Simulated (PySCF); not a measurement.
## S²⁺ (sulfur, charge +2) across methods

[Ne] 3s2 3p2, high-spin 3P determinant. Calculation: PySCF 2.14, in aug-cc-pV(T+d)Z (6s5p4d2f, 55 functions); no relativity, point nucleus. The B2PLYP total includes its PT2 part (frozen core); its orbital energies are those of the SCF part.

```
method  E (hartree)  mean ε 3s α (eV)  mean ε 3s β (eV)  mean ε 3p α (eV)  Σ⟨r²⟩ (bohr²)   ⟨S²⟩
   PBE    -396.7044           -40.178           -37.652           -28.956          14.96  2.003
r2SCAN    -396.8444           -40.976           -37.745           -29.484          14.96  2.007
   UHF   -396.33533           -48.498           -41.874           -34.721          15.09  2.012
  PBE0    -396.7388           -42.467           -39.074           -30.581          14.95  2.004
B2PLYP    -396.7669           -44.609           -40.277           -31.999          15.01  2.006
   LDA    -395.4852           -40.130           -37.837           -28.857          14.97  2.001
  BLYP    -396.8937           -39.915           -37.665           -28.691          14.96  2.003
 M06-L    -396.8737           -40.841           -37.725           -29.123          14.83  2.004
```

Problem. Estimate the same row for wB97X-V.

Solution. E (hartree) = -396.8178; mean ε 3s α (eV) = -45.107; mean ε 3s β (eV) = -41.834; mean ε 3p α (eV) = -32.964; Σ⟨r²⟩ (bohr²) = 15.00; ⟨S²⟩ = 2.003.
